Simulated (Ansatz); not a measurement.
Start from `CC[NH][SnH3]` and change one atom or group to get `C[NH][SnH3]`.

Ansatz, PBE0-D4/def2-TZVP geometries, multiplicity 1. Each molecule was computed in one conformer, which needn't be the lowest.

Elements past krypton have def2 core potentials.

```json
{"property": "HOMO–LUMO gap (B3LYP/def2-TZVPP) / eV", "`CC[NH][SnH3]`": "6.03"}
{"property": "HOMO–LUMO gap (PBE/def2-TZVPP) / eV", "`CC[NH][SnH3]`": "4.40"}
{"property": "LUMO energy (B3LYP/def2-TZVPP) / eV", "`CC[NH][SnH3]`": "-0.26"}
{"property": "ideal-gas entropy at 298 K and 1 bar (rigid rotor, harmonic PBE0-D4/def2-TZVP) / J/(mol·K)", "`CC[NH][SnH3]`": "356"}
{"property": "LUMO energy (PBE/def2-TZVPP) / eV", "`CC[NH][SnH3]`": "-0.77"}
{"property": "zero-point energy (PBE0-D4/def2-TZVP) / kJ/mol", "`CC[NH][SnH3]`": "268.4"}
```

(1) Give the same properties after the change, and the shifts. (Best estimate.)

Answers

(1) The calculation gave: 
```tsv
property	`C[NH][SnH3]`	shift
HOMO–LUMO gap (B3LYP/def2-TZVPP) / eV	5.98	-0.05
HOMO–LUMO gap (PBE/def2-TZVPP) / eV	4.34	-0.06
LUMO energy (B3LYP/def2-TZVPP) / eV	-0.30	-0.04
ideal-gas entropy at 298 K and 1 bar (rigid rotor, harmonic PBE0-D4/def2-TZVP) / J/(mol·K)	325	-31
LUMO energy (PBE/def2-TZVPP) / eV	-0.81	-0.04
zero-point energy (PBE0-D4/def2-TZVP) / kJ/mol	193.6	-74.8
```

The zero-point energy changes by -74.8 kJ/mol with -9 modes.

B3LYP here is the variant with VWN-RPA as its local correlation; programs differ in this.
